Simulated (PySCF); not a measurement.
Job file and geometry (Å, from GFN2-xTB) of an NMR shielding run on `CC(C)(C)C([SiH3])[SiH3]`, C5H16Si2, PySCF, GIAO PBE0/pcSseg-1 NMR shielding, non-relativistic, gas phase; density fitting, a coarse starting grid and PySCF grid level 2 are the driver's defaults:

```
$ OMP_NUM_THREADS=1 python probes_run.py task.json out

{"job": {"kind": "nmr", "xc": "PBE0", "basis": "pcSseg-1"}, "charge": 0, "multiplicity": 1}
C     -1.168842    -1.585214     0.136811
C     -0.700459    -0.127959     0.216774
C     -1.250567     0.628824    -0.991667
C     -1.292908     0.479522     1.493892
C      0.839480    -0.058277     0.266850
Si     1.750398    -1.166786    -0.998487
Si     1.583154     1.700683     0.188949
H     -0.891672    -2.030573    -0.815601
H     -0.725992    -2.175941     0.936089
H     -2.252060    -1.640402     0.233583
H     -1.037893     1.692405    -0.911003
H     -0.808133     0.258165    -1.912842
H     -2.330126     0.502391    -1.056493
H     -2.379041     0.407686     1.478282
H     -0.930734    -0.049750     2.373295
H     -1.026359     1.527775     1.591837
H      1.132504    -0.455055     1.247814
H      1.589361    -2.591582    -0.691829
H      1.279958    -0.923883    -2.364683
H      3.182898    -0.869542    -0.941032
H      2.985724     1.608660     0.601173
H      0.926654     2.647785     1.096679
H      1.519903     2.248052    -1.168312
```

Q: Write the output of this run.

A: 
```
coarse grid: 18600 points
cycle   1  E = -778.4951170785  dE =  2.756e-01  |g| = 4.617e-01  |ddm| = 4.025e+00
cycle   2  E = -778.4706935745  dE =  2.442e-02  |g| = 5.493e-01  |ddm| = 9.507e-01
cycle   3  E = -778.5507439907  dE = -8.005e-02  |g| = 6.865e-02  |ddm| = 6.184e-01
cycle   4  E = -778.5518038565  dE = -1.060e-03  |g| = 2.718e-02  |ddm| = 1.044e-01
cycle   5  E = -778.5519797289  dE = -1.759e-04  |g| = 3.446e-03  |ddm| = 2.562e-02
cycle   6  E = -778.5519821277  dE = -2.399e-06  |g| = 9.518e-04  |ddm| = 4.721e-03
final grid: 165848 points
cycle   7  E = -778.5946974000  dE = -7.233e-05  |g| = 9.538e-03  |ddm| = 4.535e-02
cycle   8  E = -778.5946823403  dE =  1.506e-05  |g| = 1.206e-02  |ddm| = 2.122e-02
cycle   9  E = -778.5947207493  dE = -3.841e-05  |g| = 1.157e-03  |ddm| = 1.319e-02
cycle  10  E = -778.5947210502  dE = -3.010e-07  |g| = 3.435e-04  |ddm| = 1.576e-03
cycle  11  E = -778.5947210777  dE = -2.746e-08  |g| = 6.069e-05  |ddm| = 3.213e-04
cycle  12  E = -778.5947210784  dE = -7.358e-10  |g| = 2.902e-05  |ddm| = 1.045e-04
converged SCF energy = -778.5947210784

GIAO shielding tensors (ppm)
atom      isotropic    diamagn.    paramagn.     s11        s22        s33       span
  0 C      149.665     249.542     -99.877    132.975    137.119    178.902     45.926
  1 C      155.168     242.366     -87.198    151.392    153.001    161.112      9.720
  2 C      158.246     249.650     -91.405    142.001    149.107    183.628     41.628
  3 C      151.496     248.492     -96.995    128.773    140.460    185.256     56.483
  4 C      170.301     256.342     -86.041    148.821    159.522    202.559     53.737
  5 Si     427.574     880.926    -453.352    398.987    408.968    474.768     75.781
  6 Si     425.389     880.943    -455.553    392.874    408.558    474.736     81.863
  7 H       30.440      32.479      -2.039     26.024     29.734     35.562      9.539
  8 H       30.632      32.522      -1.890     27.211     28.331     36.353      9.142
  9 H       30.580      32.087      -1.507     26.615     28.120     37.004     10.390
 10 H       30.765      32.694      -1.930     26.363     29.777     36.154      9.791
 11 H       30.338      32.842      -2.505     25.811     29.565     35.637      9.825
 12 H       30.807      32.256      -1.448     26.955     28.236     37.232     10.277
 13 H       30.709      31.940      -1.231     26.841     28.005     37.280     10.438
 14 H       30.866      32.122      -1.256     27.560     28.207     36.831      9.271
 15 H       29.987      32.427      -2.440     25.046     29.627     35.289     10.243
 16 H       31.283      34.536      -3.253     27.526     29.782     36.541      9.014
 17 H       27.616      29.996      -2.380     23.425     26.240     33.183      9.758
 18 H       27.712      30.218      -2.506     23.977     26.594     32.564      8.587
 19 H       28.019      29.679      -1.660     23.937     26.391     33.730      9.793
 20 H       27.983      29.870      -1.887     24.248     25.717     33.986      9.738
 21 H       27.457      30.188      -2.730     22.995     26.682     32.695      9.700
 22 H       27.886      30.101      -2.215     24.577     26.153     32.929      8.352
```

Q: Turn these shieldings into chemical shifts. δ = σ(ref) − σ, references computed at the same level: ¹³C (σ = 186.93 ppm) and ²⁹Si (σ = 349.16 ppm) and ¹H (σ = 31.72 ppm) against TMS.

A: Averaging equivalent atoms: C 0/2/3: 33.8; C 1: 31.8; C 4: 16.6; Si 5/6: -77.3; H 17/18/19/20/21/22: 3.94; H 7/8/9/10/11/12/13/14/15: 1.15; H 16: 0.43 ppm. 

Size and cost of the density-fitted run: 213 basis functions, 58 s wall time on 1 thread of an Arm Neoverse V1, shared host; peak memory 1 GiB.
